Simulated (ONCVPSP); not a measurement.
# How hard is this technetium (Tc) ONCV potential?

| Quantity | Value |
| --- | --- |
| Element | Tc |
| Generator | ONCVPSP 4.0.1 |
| Type | optimised norm-conserving Vanderbilt (ONCV) |
| Functional | PBE |
| Relativity | scalar-relativistic |
| Frozen core | [Ar] 3d10 |
| Valence charge | 15 |
| Reference configuration | 4s2 4p6 4d4 (charge +3) |
| Partial waves | 4s: rc 1.70 bohr, ncon 3, nbas 7, qcut 6.8 1/bohr, 2 projectors, debl 2.2 Ha; 4p: rc 1.50 bohr, ncon 4, nbas 9, qcut 9.9 1/bohr, 2 projectors, debl 2 Ha; 4d: rc 1.40 bohr, ncon 4, nbas 7, qcut 6.9 1/bohr, 1 projector |
| Local potential | polynomial inside 1.10 bohr (lpopt 5, dvloc0 0 Ha) |
| Core correction | none |

In the s channel the program set the typed energies aside and used -3.810, 0.050 Ha. In the p channel the program set the typed energies aside and used -2.770, 0.250 Ha.

For each optimised wave give the share of its norm inside rc, the residual kinetic energy above qcut (Ha) and the cutoffs (Ha) for errors of 10, 1, 0.1 and 0.01 mHa per electron.

```tsv
wave	norm inside rc	residual KE	10 mHa	1 mHa	0.1 mHa	0.01 mHa
4s	0.951	5.1e-06	11.6	16.3	19.4	22.9
s projector 2	0.036	5.9e-06	5.4	14.9	19.0	22.8
4p	0.816	1.3e-07	20.7	30.0	36.6	41.5
p projector 2	0.032	1.2e-07	8.9	25.2	33.9	40.3
4d	0.481	7.2e-04	17.5	23.1	55.9	84.8
```

The occupied waves need 30 Ha and 56 Ha for 1 and 0.1 mHa. Note: no bound ghost flagged; GHOST(+) flagged for s at 114.6 eV.
